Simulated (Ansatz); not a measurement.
Mulliken charges of `N#CCC(=N)I` from r2SCAN/def2-TZVPP in Ansatz (PBE0-D4/def2-TZVP geometry).

```json
{"atom": "N1", "x (Å)": "-2.335", "y (Å)": "-0.190", "z (Å)": "1.463", "charge (e)": "-0.033"}
{"atom": "C2", "x (Å)": "-1.299", "y (Å)": "-0.402", "z (Å)": "1.013", "charge (e)": "-0.231"}
{"atom": "C3", "x (Å)": "0.004", "y (Å)": "-0.692", "z (Å)": "0.440", "charge (e)": "0.144"}
{"atom": "C4", "x (Å)": "0.485", "y (Å)": "0.374", "z (Å)": "-0.513", "charge (e)": "0.034"}
{"atom": "N5", "x (Å)": "0.760", "y (Å)": "0.103", "z (Å)": "-1.695", "charge (e)": "-0.242"}
{"atom": "I6", "x (Å)": "0.686", "y (Å)": "2.306", "z (Å)": "0.378", "charge (e)": "-0.063"}
{"atom": "H7", "x (Å)": "-0.041", "y (Å)": "-1.634", "z (Å)": "-0.113", "charge (e)": "0.096"}
{"atom": "H8", "x (Å)": "0.727", "y (Å)": "-0.800", "z (Å)": "1.254", "charge (e)": "0.104"}
{"atom": "H9", "x (Å)": "1.101", "y (Å)": "0.888", "z (Å)": "-2.244", "charge (e)": "0.192"}
```

By hand: the dipole of these point charges (1 e Å = 4.8032 D).

Σ q r = (0.450, -0.228, -0.161) e Å, of length 0.530 e Å = 2.55 D.

How does the dipole of the full density compare? (Estimate.)

The calculation gave: (0.673, -0.090, -0.226) e Å, 3.44 D; the point charges give 0.74 times that, at 18° from its direction.

Point charges leave out the atoms' own dipoles, such as those of lone pairs, and Mulliken's split depends on the basis, so the two needn't agree.
